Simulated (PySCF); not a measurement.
PySCF job for BrH3SiZn, SMILES [Br][Zn][SiH3], PBE0-D3(BJ)/def2-SVP. Geometry optimised at PBE0-D3(BJ)/def2-SVP. The structure was generated by enumeration; whether it is a known compound was not checked.

```python
import numpy as np
from pyscf import gto, scf, dft, df
from pyscf.hessian import thermo

mol = gto.M(
    atom='''
    Zn    0.00000000   -0.00000000    0.45425146
    Br   -0.00000000    0.00000000   -1.80068875
    Si   -0.00000000    0.00000000    2.81139330
    H     1.21059155    0.69893536    3.34568551
    H    -0.00000000   -1.39787071    3.34568550
    H    -1.21059155    0.69893536    3.34568551
    ''',
    basis='def2-SVP',
    charge=0,
    spin=0,
    max_memory=1600,
    verbose=3,
)
mf = dft.RKS(mol, xc='pbe0').density_fit(auxbasis='def2-universal-jkfit')
mf.disp = 'd3bj'
mf.grids.level = 3
mf.conv_tol = 1e-11
mf.max_cycle = 100
mf.kernel()

# analytic Hessian; the response equations are solved on a coarser grid
h, args, fine = mf.Hessian(), (mf.mo_energy, mf.mo_coeff, mf.mo_occ), mf.grids
h.max_memory = max(150, 2.5e-5 * df.make_auxmol(mol, mf.with_df.auxbasis).nao * mol.nelec[0] * (mol.nelec[0] + mol.nao))  # MB; small integral blocks
h1ao = h.make_h1(mf.mo_coeff, mf.mo_occ)
mf.grids = dft.Grids(mol).set(level=1).build(with_non0tab=True)
mo1, mo_e1 = h.solve_mo1(*args, h1ao)
mf.grids = fine
hess = h.hess_elec(*args, mo1, mo_e1, h1ao) + h.hess_nuc()
if mf.do_disp():
    hess += h.get_dispersion()
for i in range(mol.natm):  # the analytic DFT Hessian lacks the response of the grid: restore translational invariance
    hess[i, i] -= hess[i].sum(axis=0)
hess = (hess + hess.transpose(1, 0, 3, 2)) / 2
vib = thermo.harmonic_analysis(mol, hess, imaginary_freq=False)
thermo.dump_normal_mode(mol, vib)
th = thermo.thermo(mf, vib['freq_au'][vib['freq_au'] > 0], 298.15, 101325)
thermo.dump_thermo(mol, th)
g0 = mf.nuc_grad_method().set(verbose=0).kernel()

# dipole derivatives [dipole axis, atom, xyz] from the same response
r, irp = mol.intor('int1e_r'), mol.intor('int1e_irp').reshape(3, 3, mol.nao, mol.nao)
sl, dm0, ok = mol.aoslice_by_atom(), np.array(mf.make_rdm1()), []
dmu = np.einsum('a,xt->xat', mol.atom_charges(), np.eye(3))
for a, (_, _, p0, p1) in enumerate(sl):
    dmu[:, a] += 2 * np.einsum('xtij,ij->xt', irp[:, :, :, p0:p1], dm0.reshape(-1, mol.nao, mol.nao).sum(0)[:, p0:p1])
    for u, c, occ, f in [(mo1, mf.mo_coeff, mf.mo_occ, 4)]:
        dmu[:, a] -= f * np.einsum('tui,xuv,vi->xt', u[a], r, c[:, occ > 0], optimize=True)
L = vib['norm_mode']
ir = 974.8801 * (np.einsum('xat,kat->kx', dmu, L) ** 2).sum(1)       # km/mol
apt = np.einsum('xax->a', dmu) / 3
print('mode   freq/cm-1   IR/(km/mol)')
for k, w in enumerate(vib['freq_wavenumber']):
    print(f'{k + 1:4d} {w:11.2f} {ir[k]:13.3f}')
print('max |gradient| / (hartree/bohr):', abs(g0).max())
print('APT charges:', apt.round(4))
```

It prints:

```
converged SCF energy = -4643.57772588369

WARN: DFTD3 does not support analytical Hessian, using finite difference


WARN: Mole.unit (angstrom) is changed to Bohr

Mode                                 0                   1                   2
Irrep
Freq [cm^-1]                       75.2294             75.2326            242.8156
Reduced mass [au]                   8.9873              8.9874             14.3255
Force const [Dyne/A]                0.0300              0.0300              0.4976
Char temp [K]                     108.2384            108.2430            349.3576
Normal mode                   x     y     z       x     y     z       x     y     z
       0  Zn                 0.08  0.05 -0.00   -0.05  0.08  0.00   -0.00  0.00  0.03
       1  Br                -0.03 -0.02  0.00    0.02 -0.03  0.00    0.00 -0.00 -0.07
       2  Si                -0.07 -0.05 -0.00    0.05 -0.07 -0.00    0.00 -0.00  0.13
       3   H                -0.12 -0.08  0.15    0.08 -0.12 -0.01    0.00  0.00  0.12
       4   H                -0.12 -0.08 -0.08    0.08 -0.12 -0.12   -0.00 -0.00  0.12
       5   H                -0.12 -0.08 -0.07    0.08 -0.12  0.13   -0.00  0.00  0.12
Mode                                 3                   4                   5
Irrep
Freq [cm^-1]                      382.0622            455.8937            455.9034
Reduced mass [au]                  17.5387              1.1421              1.1421
Force const [Dyne/A]                1.5084              0.1399              0.1399
Char temp [K]                     549.7024            655.9295            655.9435
Normal mode                   x     y     z       x     y     z       x     y     z
       0  Zn                 0.00 -0.00  0.09    0.01 -0.01 -0.00   -0.01 -0.01 -0.00
       1  Br                -0.00  0.00 -0.04   -0.00  0.00  0.00    0.00  0.00  0.00
       2  Si                -0.00  0.00 -0.10   -0.04  0.05  0.00    0.05  0.04 -0.00
       3   H                 0.00  0.00 -0.11    0.18 -0.22 -0.13   -0.15 -0.15  0.66
       4   H                 0.00 -0.00 -0.11    0.19 -0.16 -0.51   -0.22 -0.14 -0.44
       5   H                -0.00  0.00 -0.11    0.13 -0.18  0.64   -0.20 -0.20 -0.22
Mode                                 6                   7                   8
Irrep
Freq [cm^-1]                      853.9882            930.1797            930.1848
Reduced mass [au]                   1.1040              1.0311              1.0311
Force const [Dyne/A]                0.4744              0.5256              0.5256
Char temp [K]                    1228.6988           1338.3215           1338.3289
Normal mode                   x     y     z       x     y     z       x     y     z
       0  Zn                -0.00 -0.00  0.00    0.00  0.00  0.00   -0.00  0.00 -0.00
       1  Br                 0.00  0.00 -0.00   -0.00 -0.00  0.00    0.00 -0.00 -0.00
       2  Si                 0.00  0.00 -0.06    0.03  0.00  0.00   -0.00  0.03  0.00
       3   H                -0.17 -0.10  0.51   -0.02  0.28 -0.29    0.38 -0.57 -0.11
       4   H                -0.00  0.20  0.51   -0.72  0.02  0.05    0.12  0.13  0.31
       5   H                 0.17 -0.10  0.51   -0.14 -0.45  0.24   -0.36 -0.44 -0.20
Mode                                 9                  10                  11
Irrep
Freq [cm^-1]                     2212.7792           2224.6615           2224.6715
Reduced mass [au]                   1.0195              1.0507              1.0507
Force const [Dyne/A]                2.9411              3.0636              3.0637
Char temp [K]                    3183.6966           3200.7926           3200.8069
Normal mode                   x     y     z       x     y     z       x     y     z
       0  Zn                 0.00 -0.00 -0.00   -0.00  0.00 -0.00   -0.00 -0.00  0.00
       1  Br                 0.00  0.00  0.00    0.00 -0.00 -0.00    0.00  0.00  0.00
       2  Si                 0.00 -0.00  0.02   -0.03  0.02  0.00   -0.02 -0.03 -0.00
       3   H                -0.47 -0.27 -0.19    0.21  0.14  0.10    0.61  0.34  0.27
       4   H                 0.00  0.54 -0.19   -0.01 -0.48  0.19   -0.01  0.57 -0.22
       5   H                 0.47 -0.27 -0.19    0.63 -0.36 -0.29    0.10 -0.08 -0.05
temperature 298.1500 [K]
pressure 101325.00 [Pa]
Rotational constants [GHz] 85.52664 0.95754 0.95754
Symmetry number 3
Zero-point energy (ZPE) 0.02520 [Eh]   66175.034 [J/mol]
                           tot       elec      trans        rot        vib
Entropy [J/mol/K]       325.746      0.000    173.258     98.894     53.594
Cv [J/mol/K]             72.687      0.000     12.472     12.472     47.744
Cp [J/mol/K]             81.002      0.000     20.786     12.472     47.744
Internal energy [J/mol]                      3718.434   3718.434  74232.682
Internal energy [Eh]   -4643.54662  -4643.57773
Enthalpy [J/mol]                             6197.391   3718.434  74232.682
Enthalpy [Eh]          -4643.54568
Gibbs free energy [J/mol]                  -45459.575 -25766.744  58253.541
Gibbs free energy [Eh] -4643.58267
mode   freq/cm-1   IR/(km/mol)
   1       75.23         5.514
   2       75.23         5.514
   3      242.82        11.677
   4      382.06        32.743
   5      455.89         3.226
   6      455.90         3.226
   7      853.99       270.314
   8      930.18        34.810
   9      930.18        34.810
  10     2212.78        62.434
  11     2224.66        83.096
  12     2224.67        83.094
max |gradient| / (hartree/bohr): 5.116811084202597e-05
APT charges: [ 0.7084 -0.6019  0.5916 -0.2327 -0.2327 -0.2327]
```

The run converged.
